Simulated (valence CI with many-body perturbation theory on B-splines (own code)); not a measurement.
## Forbidden lines of Er¹⁹⁺

Method: valence CI with perturbative core correlation (CI+MBPT): three valence electrons over a frozen Dirac-Fock core [Kr] 4d10, a basis of 8 s, 8 p, 9 d, 9 f, 6 g, 3 h, 2 i functions for each j, with the one-electron correlation potential Σ1 (screened to all orders), the two-electron term Σ2, the three-electron term Σ3, Breit, model QED; selected single and double excitations, second order for the rest, scaled by the run's own slope (own B-spline code, finite nucleus).

No measured spectrum was set against this ion. As an estimate, terms of the open shell hold to a few per cent of their energy, and close levels can change places. Core correlation moves these levels by up to 42000 cm⁻¹, and in measured spectra 5 to 20 % of such shifts remained as error; rates that hang on mixing are uncertain with them.

Lines 1 to 50 of 120 in falling wavelength, among levels below 52.747 eV, chosen from the decays that carry over 1 % of a level's rate. Wavelengths and rates use the calculated energies, so an error of 2000 cm⁻¹ moves a line at 31600 Å by 63 % and its rate by three times that or more. S is in atomic units (e²a₀⁴ for E2 and M2, e²a₀⁶ for E3), for M1 in squared Bohr magnetons. Weak lines are less certain than strong ones. Lines between different terms over intervals too small for the method are left out, as are lines whose strength nearly cancels. Where a level lies close to another of its J and parity, the split of strength between their lines is uncertain.

Names give the largest LS component (configuration and term), which can be under half, so a name can repeat, a term be missing and a line seem to break the LS rules; names also repeat where a configuration has a term twice. Letters in brackets count levels of one name in rising energy.

```tsv
λ vac (Å)	Upper	Lower	Type	A (s⁻¹)	S (a.u.)
33770	4f³ ⁴G°_7/2	4f³ ⁴G°_5/2	M1	4.98e-01	5.69e+00
31600	4f³ ⁴S°_3/2	4f³ ⁴F°_5/2	M1	1.00e-01	4.69e-01
29690	4f³ ⁴F°_7/2	4f³ ⁴F°_5/2	M1	1.02e+00	7.95e+00
21050	4f³ ²P°_1/2	4f³ ²D°_3/2 [a]	M1	9.36e-01	6.47e-01
19840	4f³ ⁴G°_5/2	4f³ ⁴F°_7/2	M1	3.93e-01	6.83e-01
19050	4f³ ⁴D°_1/2	4f³ ⁴D°_3/2	M1	6.60e+00	3.38e+00
16540	4f³ ⁴F°_5/2	4f³ ⁴F°_3/2	M1	7.73e+00	7.78e+00
16280	4f³ ⁴D°_3/2	4f³ ²D°_5/2 [a]	M1	1.07e+00	6.87e-01
15720	4f³ ⁴F°_7/2	4f³ ²H°_9/2 [a]	M1	2.13e+00	2.45e+00
15430	4f³ ⁴F°_9/2	4f³ ⁴F°_7/2	M1	4.23e+00	5.76e+00
14500	4f³ ²I°_13/2	4f³ ²I°_11/2	M1	2.97e+00	4.69e+00
14010	4f³ ⁴G°_11/2	4f³ ⁴G°_9/2	M1	8.47e+00	1.04e+01
12840	4f³ ²K°_15/2	4f³ ²K°_13/2	M1	4.82e+00	6.05e+00
12500	4f³ ⁴G°_7/2	4f³ ⁴F°_7/2	M1	3.21e+00	1.86e+00
11980	4f³ ⁴I°_15/2	4f³ ⁴I°_13/2	M1	1.80e+01	1.84e+01
11890	4f³ ⁴G°_5/2	4f³ ⁴F°_5/2	M1	3.04e-01	1.14e-01
11270	4f³ ⁴I°_13/2	4f³ ⁴I°_11/2	M1	3.24e+01	2.41e+01
11190	4f³ ²D°_5/2 [a]	4f³ ²D°_3/2 [a]	M1	2.78e+00	8.67e-01
11170	4f³ ⁴G°_9/2	4f³ ²H°_11/2 [a]	M1	5.96e-01	3.08e-01
10860	4f³ ⁴S°_3/2	4f³ ⁴F°_3/2	M1	5.21e+00	9.89e-01
10720	4f³ ²I°_11/2	4f³ ⁴G°_11/2	M1	3.18e+00	1.74e+00
10660	4f³ ⁴I°_11/2	4f³ ⁴I°_9/2	M1	3.29e+01	1.77e+01
10630	4f³ ⁴G°_9/2	4f³ ⁴G°_7/2	M1	2.25e+01	1.00e+01
9960	4f³ ²G°_7/2 [a]	4f³ ⁴G°_5/2	M1	2.06e+01	6.03e+00
9685	4f³ ⁴D°_3/2	4f³ ²P°_1/2	M1	2.62e+00	3.54e-01
9370	4f³ ²G°_9/2 [a]	4f³ ²G°_7/2 [a]	M1	1.67e+01	5.08e+00
9257	4f³ ²D°_3/2 [b]	4f³ ²D°_5/2 [a]	M1	8.41e+00	9.89e-01
9154	4f³ ⁴G°_9/2	4f³ ⁴F°_9/2	M1	3.16e+00	8.99e-01
8862	4f³ ⁴D°_7/2	4f³ ⁴D°_5/2	M1	2.13e+01	4.40e+00
8796	4f³ ⁴G°_7/2	4f³ ⁴F°_5/2	M1	1.61e+01	3.24e+00
7787	4f³ ⁴F°_9/2	4f³ ²H°_9/2 [a]	M1	2.85e+01	4.98e+00
6964	4f³ ⁴G°_7/2	4f³ ²H°_9/2 [a]	M1	5.45e+00	5.46e-01
6918	4f³ ⁴G°_5/2	4f³ ⁴F°_3/2	M1	1.57e+00	1.16e-01
6887	4f³ ⁴D°_5/2	4f³ ²D°_3/2 [a]	M1	1.43e+01	1.04e+00
6749	4f³ ²H°_11/2 [a]	4f³ ²H°_9/2 [a]	M1	2.81e+01	3.84e+00
6673	4f³ ²D°_3/2 [b]	4f³ ²P°_1/2	M1	2.13e+01	9.38e-01
6633	4f³ ⁴D°_3/2	4f³ ²D°_3/2 [a]	M1	5.29e-01	2.29e-02
6631	4f³ ²G°_7/2 [a]	4f³ ⁴F°_7/2	M1	1.48e+01	1.28e+00
6421	4f³ ⁴D°_1/2	4f³ ²P°_1/2	M1	5.54e+00	1.09e-01
6216	4f³ ⁴G°_11/2	4f³ ²H°_11/2 [a]	M1	1.16e+01	1.24e+00
6161	4f³ ²I°_13/2	4f³ ⁴G°_11/2	M1	7.98e-01	9.69e-02
6113	4f³ ⁴D°_5/2	4f³ ²G°_7/2 [a]	M1	1.09e+00	5.52e-02
6071	4f³ ²I°_11/2	4f³ ⁴G°_9/2	M1	7.83e+00	7.79e-01
5928	4f³ ⁴D°_7/2	4f³ ²D°_5/2 [a]	M1	3.01e+00	1.86e-01
5840	4f³ ²D°_3/2 [a]	4f³ ⁴S°_3/2	M1	5.87e+01	1.73e+00
5782	4f³ ²G°_9/2 [a]	4f³ ²H°_11/2 [a]	M1	1.38e+01	9.92e-01
5745	4f³ ⁴G°_9/2	4f³ ⁴F°_7/2	M1	1.51e+00	1.06e-01
5633	4f³ ²G°_9/2 [a]	4f³ ⁴G°_7/2	M1	7.62e+00	5.05e-01
5601	4f³ ²D°_5/2 [a]	4f³ ⁴G°_7/2	M1	7.03e+00	2.75e-01
5537	4f³ ⁴G°_11/2	4f³ ⁴F°_9/2	M1	6.80e-01	5.13e-02
```
